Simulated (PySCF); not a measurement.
Calculation: TPSSh-D3(BJ)/def2-TZVP // PBE-D3(BJ)/def2-SVP (PySCF 2.14.0). All species are isolated molecules in the gas phase. 

Reference species: [Ta(Cl)4(F)] (neutral, multiplicity 1).

```yaml
coordination_number: 5
HOMO–LUMO gap: 4.77 eV
```

Changed species: [Ta(F)5] (5 of 5 Cl replaced by F; the reference has 1 of 5 Cl replaced by F).

What does the change do to the coordination number and HOMO–LUMO gap?

the coordination number is nearly the same; the HOMO–LUMO gap rises by 3.17 eV, to 7.94 eV.
